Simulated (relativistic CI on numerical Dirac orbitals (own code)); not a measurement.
Line list: Forbidden lines, Ir49+

Computed by Dirac-Coulomb-Breit CI, orbitals from a KLI potential per configuration, model QED (radiative potential, 1s self-energy scaled to tabulated hydrogen-like ionisation energies), unscaled Slater integrals (own radial code, finite nucleus).

Configuration list (outside the closed core [Ne]): 3s²3p⁶3d¹⁰, 3s²3p⁶3d⁹4s, 3s²3p⁶3d⁹4p, 3s²3p⁶3d⁹4d, 3s²3p⁵3d¹⁰4s, 3s²3p⁶3d⁹4f, 3s²3p⁵3d¹⁰4p, 3s²3p⁶3d⁸4s², 3s²3p⁵3d¹⁰4d, 3s²3p⁶3d⁸4s4p, 3s3p⁶3d¹⁰4s, 3s²3p⁶3d⁹5s, 3s²3p⁵3d¹⁰4f, 3s²3p⁶3d⁸4p², 3s²3p⁶3d⁸4s4d, 3s²3p⁶3d⁹5p, 3s3p⁶3d¹⁰4p, 3s²3p⁵3d⁹4s², 3s²3p⁶3d⁹5d, 3s²3p⁶3d⁸4p4d, 3s²3p⁶3d⁹5f, 3s²3p⁶3d⁹5g, 3s²3p⁵3d⁹4s4p, 3s3p⁶3d¹⁰4d, 3s²3p⁶3d⁸4d², 3s²3p⁵3d⁹4p², 3s²3p⁵3d⁹4s4d, 3s3p⁶3d¹⁰4f, 3s3p⁶3d⁹4s², 3s²3p⁵3d¹⁰5s, 3s²3p⁶3d⁹6s, 3s²3p⁴3d¹⁰4s², 3s²3p⁶3d⁹6p, 3s²3p⁵3d⁹4p4d, 3s²3p⁵3d¹⁰5p, 3s²3p⁶3d⁹6d. Levels of other configurations are missing.

| λ vac (Å) | Lower | Upper | Type | A (s⁻¹) | E lower (10³ cm⁻¹) | E upper (10³ cm⁻¹) |
| --- | --- | --- | --- | --- | --- | --- |
| 3.7826 | 3s²3p⁶3d¹⁰ ¹S0 [1] | 3s3p⁶3d¹⁰4d ¹D2 [177] | E2 | 2.45e+11 | 0.0 | 26437.2 |
| 3.8863 | 3s²3p⁶3d¹⁰ ¹S0 [1] | 3s²3p⁵3d¹⁰4f ³F2 [155] | E2 | 8.77e+11 | 0.0 | 25731.6 |
| 4.3875 | 3s²3p⁶3d¹⁰ ¹S0 [1] | 3s²3p⁵3d¹⁰4f ¹D2 [83] | E2 | 8.54e+11 | 0.0 | 22792.2 |
| 5.5406 | 3s²3p⁶3d¹⁰ ¹S0 [1] | 3s²3p⁶3d⁹4d ³D2 [35] | E2 | 9.23e+09 | 0.0 | 18048.5 |
| 5.6002 | 3s²3p⁶3d¹⁰ ¹S0 [1] | 3s²3p⁶3d⁹4d ³F2 [30] | E2 | 2.40e+10 | 0.0 | 17856.4 |
| 5.6607 | 3s²3p⁶3d⁹4s ³D3 [2] | 3s²3p⁶3d⁸4s4d ³F4 [392] | E2 | 1.31e+10 | 14023.4 | 31689.0 |
| 5.6783 | 3s²3p⁶3d⁹4s ³D3 [2] | 3s²3p⁶3d⁸4s4d ³G5 [383] | E2 | 2.26e+10 | 14023.4 | 31634.2 |
| 5.6883 | 3s²3p⁶3d⁹4s ¹D2 [3] | 3s²3p⁶3d⁸4s4d ¹P1 [378] | E2 | 1.46e+10 | 14039.5 | 31619.5 |
| 5.7430 | 3s²3p⁶3d¹⁰ ¹S0 [1] | 3s²3p⁶3d⁹4d ¹D2 [25] | E2 | 3.55e+10 | 0.0 | 17412.6 |
| 6.6501 | 3s²3p⁶3d⁹4s ³D3 [2] | 3s²3p⁶3d⁸4s² ³P1 [225] | E2 | 7.49e+09 | 14023.4 | 29060.9 |
| 6.6570 | 3s²3p⁶3d⁹4s ¹D2 [3] | 3s²3p⁶3d⁸4s² ¹G4 [226] | E2 | 6.06e+09 | 14039.5 | 29061.3 |
| 6.6700 | 3s²3p⁶3d⁹4s ³D3 [2] | 3s²3p⁶3d⁸4s² ³P2 [220] | E2 | 6.68e+09 | 14023.4 | 29016.0 |
| 6.6766 | 3s²3p⁶3d⁹4p ³F°3 [7] | 3s²3p⁶3d⁸4s4p ³H°5 [253] | E2 | 6.92e+09 | 14870.9 | 29848.5 |
| 6.6906 | 3s²3p⁶3d⁹4s ³D2 [5] | 3s²3p⁶3d⁸4s² ³F2 [241] | E2 | 1.15e+10 | 14684.8 | 29631.2 |
| 6.6992 | 3s²3p⁶3d⁹4p ³F°4 [10] | 3s²3p⁶3d⁸4s4p ³H°6 [302] | E2 | 6.78e+09 | 15885.4 | 30812.6 |
| 6.7059 | 3s²3p⁶3d⁹4s ³D3 [2] | 3s²3p⁶3d⁸4s² ³F3 [219] | E2 | 4.62e+09 | 14023.4 | 28935.7 |
| 6.7262 | 3s²3p⁶3d⁹4p ³F°3 [16] | 3s²3p⁶3d⁸4s4p ³F°4 [354] | E2 | 7.45e+09 | 16549.1 | 31416.4 |
| 6.7506 | 3s²3p⁶3d⁹4p ³F°4 [10] | 3s²3p⁶3d⁸4s4p ⁵G°5 [291] | E2 | 4.68e+09 | 15885.4 | 30698.9 |
| 6.8098 | 3s²3p⁶3d¹⁰ ¹S0 [1] | 3s²3p⁶3d⁹4s ³D2 [5] | E2 | 6.37e+09 | 0.0 | 14684.8 |
| 6.9558 | 3s²3p⁶3d⁹4s ³D2 [5] | 3s²3p⁶3d⁸4s² ¹G4 [226] | E2 | 7.09e+09 | 14684.8 | 29061.3 |
| 6.9729 | 3s²3p⁶3d⁹4s ³D1 [4] | 3s²3p⁶3d⁸4s² ³P2 [220] | E2 | 5.73e+09 | 14674.7 | 29016.0 |
| 6.9750 | 3s²3p⁶3d⁹4s ¹D2 [3] | 3s²3p⁶3d⁸4s² ¹D2 [205] | E2 | 1.17e+10 | 14039.5 | 28376.4 |
| 6.9910 | 3s²3p⁶3d⁹4p ³F°3 [7] | 3s²3p⁶3d⁸4s4p ³F°2 [238] | E2 | 9.29e+09 | 14870.9 | 29174.9 |
| 7.0044 | 3s²3p⁶3d⁹4s ³D3 [2] | 3s²3p⁶3d⁸4s² ³F4 [200] | E2 | 1.05e+10 | 14023.4 | 28300.2 |
| 7.0123 | 3s²3p⁶3d⁹4s ¹D2 [3] | 3s²3p⁶3d⁸4s² ³F4 [200] | E2 | 4.18e+09 | 14039.5 | 28300.2 |
| 7.0171 | 3s²3p⁶3d⁹4s ³D2 [5] | 3s²3p⁶3d⁸4s² ³F3 [219] | E2 | 4.24e+09 | 14684.8 | 28935.7 |
| 7.0236 | 3s²3p⁶3d⁹4p ³P°2 [6] | 3s²3p⁶3d⁸4s4p ³D°3 [234] | E2 | 1.28e+10 | 14861.3 | 29098.9 |
| 7.0307 | 3s²3p⁶3d⁹4p ³F°3 [7] | 3s²3p⁶3d⁸4s4p ³G°4 [233] | E2 | 1.17e+10 | 14870.9 | 29094.3 |
| 7.0464 | 3s²3p⁶3d⁹4p ³F°4 [10] | 3s²3p⁶3d⁸4s4p ⁵F°5 [264] | E2 | 5.27e+09 | 15885.4 | 30077.0 |
| 7.1227 | 3s²3p⁶3d¹⁰ ¹S0 [1] | 3s²3p⁶3d⁹4s ¹D2 [3] | E2 | 8.51e+09 | 0.0 | 14039.5 |

Terms are leading LS components. Brackets give the number of a level in order of energy, since labels repeat. The list gives strong lines, with weight on those to low levels, among the lowest 400 of 2285 levels, so that lines to higher ones, which can be the strongest, are missing. Levels whose partners in the same complex of configurations lie outside the list can be far off, and so can their lines. Rates are taken at the computed energies, electric ones in the length gauge.

At this charge energies of transitions that change n are usually good to better than 1 %, and those within a shell (Δn = 0) to a few per cent.

LS names give the leading component of a level, which can be under half, so a name can repeat, a term be missing and a line seem to break the LS rules.
